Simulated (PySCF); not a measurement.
Method: PBE0/pcSseg-1 in PySCF (dipole) on a GFN2-xTB geometry, gas phase. One conformer each; commonest isotopes, rigid rotors.

Species:
1. `[CH2:1]=[CH:2][C:3](=[CH2:4])[C:5](=[CH2:6])[CH:7]([Cl:8])[Cl:9]` with C1–C2–C3–C4 170°, C2–C3–C5–C6 118°, C3–C5–C7–Cl8 138°
2. `C[C@H](C#N)C#CC(C)=C`
3. `[CH2:1]=[CH:2][CH2:3][CH2:4][CH3:5]` with C1–C2–C3–C4 118°, C2–C3–C4–C5 180°

Rotational constants (MHz) and dipole components (D):

| set | A | B | C | μa | μb | μc |
| --- | --- | --- | --- | --- | --- | --- |
| P | 17975 | 2168 | 2138 | 0.39 | 0.06 | 0.07 |
| Q | 1495 | 908.2 | 714.8 | 2.26 | 0.04 | 0.21 |
| R | 3098 | 779.6 | 647.7 | 1.95 | 3.08 | 0.37 |

Q: Which set belongs to which species?

A: P = 3, Q = 1, R = 2.

- 1 (set Q): mass 162.0 u, 9 heavy atoms, longest extent 6.0 Å, C1, asymmetric top, Ia, Ib, Ic = 338.1, 556.5, 707.1 u·Å².
- 2 (set R): mass 119.1 u, 9 heavy atoms, longest extent 7.8 Å, C1, asymmetric top, Ia, Ib, Ic = 163.2, 648.2, 780.3 u·Å².
- 3 (set P): mass 70.1 u, 5 heavy atoms, longest extent 6.5 Å, C1, near-prolate asymmetric top, Ia, Ib, Ic = 28.1, 233.1, 236.4 u·Å².

Point groups hold within 0.08 Å; constants that symmetry makes equal can differ a little in the computed geometry, and forbidden dipole components can keep a residue. No structure here is proved a minimum.
